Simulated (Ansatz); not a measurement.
Start from `[SiH3]C#CS` and change one element to get `OC#C[SiH3]`.

Ansatz, PBE0-D4/def2-TZVP geometries, multiplicity 1. Each molecule was computed in one conformer, which needn't be the lowest.

```json
{"property": "HOMO energy (ωB97M-V/def2-TZVPP) / eV", "`[SiH3]C#CS`": "-9.10"}
{"property": "LUMO energy (PBE/def2-TZVPP) / eV", "`[SiH3]C#CS`": "-1.74"}
{"property": "HOMO–LUMO gap (ωB97M-V/def2-TZVPP) / eV", "`[SiH3]C#CS`": "10.32"}
{"property": "HOMO energy (PBE0/def2-TZVPP) / eV", "`[SiH3]C#CS`": "-7.02"}
{"property": "zero-point energy (PBE0-D4/def2-TZVP) / kJ/mol", "`[SiH3]C#CS`": "114.4"}
{"property": "HOMO–LUMO gap (B3LYP/def2-TZVPP) / eV", "`[SiH3]C#CS`": "5.78"}
```

(1) Give the same properties after the change, and the shifts. (Estimate.)

Answers

(1) Computed: 
| property | `OC#C[SiH3]` | shift |
| --- | --- | --- |
| HOMO energy (ωB97M-V/def2-TZVPP) / eV | -9.57 | -0.47 |
| LUMO energy (PBE/def2-TZVPP) / eV | -0.83 | 0.91 |
| HOMO–LUMO gap (ωB97M-V/def2-TZVPP) / eV | 11.24 | 0.92 |
| HOMO energy (PBE0/def2-TZVPP) / eV | -7.35 | -0.33 |
| zero-point energy (PBE0-D4/def2-TZVP) / kJ/mol | 127.1 | 12.7 |
| HOMO–LUMO gap (B3LYP/def2-TZVPP) / eV | 6.86 | 1.08 |

With PBE0 the HOMO falls by 0.33 eV and the LUMO rises by 0.93 eV, so the gap widens by about 1.26 eV. PBE moves the HOMO by -0.18 eV and ωB97M-V by -0.47 eV.

B3LYP here is the variant with VWN-RPA as its local correlation; programs differ in this.
